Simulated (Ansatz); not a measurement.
CH3ClO2Si, SMILES `ClC1O[SiH2]O1` from Hartree–Fock to CCSD(T)

```xyz
8

Cl    0.0134   -2.4700    0.0406
C     0.1668   -0.8105   -0.6040
O    -1.0171   -0.0778   -0.4271
Si   -0.1520    0.9791    0.5416
O     1.0968   -0.0572    0.1289
H     0.4437   -0.9172   -1.6529
H    -0.0232    2.3492    0.0014
H    -0.5283    1.0044    1.9714
```

Total charge 0; spin multiplicity 1. All single points use the PBE0-D4/def2-TZVP geometry. Frozen core, restricted reference, Ansatz. CBS rows extrapolate triple and quadruple zeta; past MP2 they add the triple-zeta difference.

```json
{"basis": "def2-SVP", "HF (Eh)": "-937.42087", "MP2 corr.": "-0.72118", "CCSD corr.": "-0.75689", "(T)": "-0.02050", "CCSD(T) total": "-938.19826"}
{"basis": "def2-TZVPP", "HF (Eh)": "-937.92946", "MP2 corr.": "-0.93146", "CCSD corr.": "-0.96258", "(T)": "-0.03999", "CCSD(T) total": "-938.93203"}
{"basis": "def2-QZVPP", "HF (Eh)": "-937.96052", "MP2 corr.": "-1.00869", "CCSD corr.": "–", "(T)": "–", "CCSD(T) total": "–"}
{"basis": "CBS(def2)", "HF (Eh)": "-937.96479", "MP2 corr.": "-1.06590", "CCSD corr.": "-1.09702", "(T)": "as TZ", "CCSD(T) total": "-939.10180"}
```
